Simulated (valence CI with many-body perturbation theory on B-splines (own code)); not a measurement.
**Nb²⁸⁺: electric-dipole lines**

Method: relativistic CI+MBPT: three valence electrons over a frozen Dirac-Fock core [Ne], a basis of 11 s, 11 p, 10 d, 8 f, 5 g, 2 h functions for each j, with the one-electron correlation potential Σ1 (screened to all orders), the two-electron term Σ2, the three-electron term Σ3, Breit, model QED; selected single and double excitations, second order for the rest, scaled by the run's own slope (own B-spline code, finite nucleus).

No measured spectrum was set against this ion. As an estimate, large intervals hold to a few tenths of a per cent, small ones and those within an open d or f shell to about a per cent.

Lines 201 to 250 of 580 in falling wavelength, among levels below 54.156 Ry, chosen from the strongest by gf and those to the six lowest levels. Wavelengths and rates use the calculated energies. Electric multipoles are in the length gauge with retardation, E1 and E2 with the static RPA response of the core. Weak lines are less certain than strong ones. Lines between different terms over intervals too small for the method are left out, as are lines whose strength nearly cancels. Where a level lies close to another of its J and parity, the split of strength between their lines is uncertain. The highest levels of a list are the least certain.

Names give the largest LS component (configuration and term), which can be under half, so a name can repeat, a term be missing and a line seem to break the LS rules; names also repeat where a configuration has a term twice. Letters in brackets count levels of one name in rising energy.

```tsv
λ vac (nm)	Upper	Lower	A (s⁻¹)	log gf	Branch %
12.18	3p3 2D°_3/2	3s.3p2 4P_1/2	1.14e+10	-1.00	27.3
12.17	3s.3d2 2G_9/2	3s.3p.3d 2F°_7/2 [b]	9.92e+10	0.34	83.0
12.17	3s.3d2 2D_5/2	3s.3p.3d 2F°_7/2 [b]	2.01e+10	-0.57	11.4
12.16	3p2.3d 2P_3/2 [a]	3s.3p.3d 4F°_3/2	1.88e+10	-0.78	25.5
12.16	3s.3d2 2F_5/2	3s.3p.3d 2P°_3/2 [c]	7.18e+10	-0.02	31.4
12.14	3d3 2G_7/2	3p.3d2 2F°_5/2 [a]	3.06e+10	-0.27	19.0
12.14	3p.3d2 2H°_9/2	3p2.3d 2G_7/2	2.34e+10	-0.29	45.4
12.13	3p.3d2 4D°_7/2 [b]	3p2.3d 4P_5/2	1.99e+10	-0.45	14.7
12.13	3p.3d2 4D°_3/2	3s.3d2 4F_3/2	1.45e+10	-0.89	7.3
12.12	3p2.3d 4P_3/2 [b]	3s.3p.3d 2D°_3/2 [a]	2.31e+10	-0.69	14.1
12.12	3d3 4F_9/2	3p.3d2 4D°_7/2 [c]	4.70e+10	0.01	27.2
12.08	3p2.3d 2D_3/2 [b]	3s.3p.3d 2F°_5/2 [b]	5.88e+10	-0.29	28.0
12.06	3d3 2D_5/2 [a]	3p.3d2 2D°_3/2 [c]	2.46e+10	-0.49	13.1
12.06	3p.3d2 2G°_7/2 [b]	3s.3d2 2G_9/2	7.42e+09	-0.89	4.1
12.06	3d3 2F_7/2	3p.3d2 2D°_5/2 [c]	1.58e+10	-0.56	9.7
12.05	3p.3d2 4D°_5/2 [a]	3p2.3d 2G_7/2	1.09e+10	-0.85	12.4
12.03	3p2.3d 4P_5/2	3s.3p.3d 2D°_3/2 [a]	1.24e+10	-0.79	7.4
12.03	3s.3p.3d 4D°_7/2	3s.3p2 2D_5/2	9.34e+09	-0.79	10.5
12.02	3p2.3d 2F_7/2 [b]	3s.3p.3d 2D°_5/2 [a]	2.16e+10	-0.43	13.5
12.02	3p.3d2 4D°_5/2 [b]	3p2.3d 4P_3/2 [b]	1.58e+10	-0.69	9.3
12.01	3p.3d2 2G°_7/2 [b]	3s.3d2 2G_7/2	1.83e+10	-0.50	10.1
12.00	3s.3d2 2F_5/2	3s.3p.3d 2D°_5/2 [b]	3.81e+10	-0.31	16.6
11.99	3p2.3d 4D_1/2	3s.3p.3d 4F°_3/2	5.47e+10	-0.63	73.4
11.99	3p.3d2 2F°_5/2 [b]	3s.3d2 2D_3/2	3.84e+10	-0.30	23.4
11.99	3d3 4P_5/2	3p.3d2 4S°_3/2	4.73e+10	-0.21	22.7
11.98	3s.3d2 2F_7/2	3s.3p.3d 2D°_5/2 [b]	1.06e+11	0.26	52.8
11.97	3p2.3d 4F_9/2 [b]	3s.3p.3d 4F°_9/2	2.45e+10	-0.28	43.8
11.97	3p.3d2 2F°_5/2 [a]	3s.3d2 4F_7/2	8.73e+09	-0.95	4.7
11.96	3d3 2D_5/2 [b]	3p.3d2 2D°_5/2 [d]	3.50e+10	-0.35	18.5
11.96	3d3 4F_7/2	3p.3d2 4D°_5/2 [b]	2.58e+10	-0.35	14.0
11.95	3d3 4F_5/2	3p.3d2 2P°_3/2 [a]	2.05e+10	-0.58	10.3
11.94	3p.3d2 2D°_3/2 [d]	3p2.3d 2D_3/2 [b]	2.89e+10	-0.61	11.9
11.93	3d3 4F_7/2	3p.3d2 4D°_7/2 [b]	8.84e+09	-0.82	4.8
11.92	3p2.3d 4D_3/2	3s.3p.3d 4F°_5/2	2.47e+10	-0.68	28.7
11.91	3p.3d2 4F°_9/2	3p2.3d 4D_7/2	5.52e+09	-0.93	4.2
11.91	3p3 4S°_3/2	3s.3p2 4P_3/2	3.41e+10	-0.54	47.7
11.90	3s.3p.3d 4P°_3/2	3s.3p2 2D_5/2	2.08e+10	-0.75	27.2
11.89	3s.3d2 2F_5/2	3s.3p.3d 2P°_3/2 [b]	3.91e+10	-0.30	17.1
11.88	3p.3d2 2P°_3/2 [c]	3s.3d2 2F_5/2	2.30e+10	-0.71	9.3
11.88	3s.3d2 4F_5/2	3s.3p.3d 4P°_3/2	1.18e+10	-0.83	8.2
11.88	3s.3p2 2P_3/2	3s2.3p 2P°_3/2	5.19e+10	-0.36	36.9
11.87	3p2.3d 4D_5/2	3s.3p.3d 4F°_5/2	2.68e+10	-0.47	30.6
11.87	3p.3d2 4D°_7/2 [b]	3p2.3d 4F_9/2 [b]	1.71e+10	-0.54	12.6
11.84	3s.3p.3d 2P°_3/2 [b]	3s2.3d 2D_5/2	7.37e+10	-0.21	46.2
11.83	3p.3d2 2D°_5/2 [c]	3s.3d2 4P_5/2	1.21e+10	-0.82	5.8
11.83	3s.3p.3d 2P°_3/2 [a]	3s.3p2 2P_1/2	1.52e+10	-0.89	14.6
11.81	3p.3d2 2F°_7/2 [b]	3p2.3d 2F_7/2 [b]	1.77e+10	-0.53	13.5
11.81	3p2.3d 2G_7/2	3s.3p.3d 4F°_7/2	7.01e+09	-0.93	14.9
11.80	3p.3d2 2G°_7/2 [a]	3p2.3d 2G_7/2	1.41e+10	-0.63	13.7
11.80	3d3 4F_7/2	3p.3d2 2D°_5/2 [b]	1.74e+10	-0.54	9.4
```
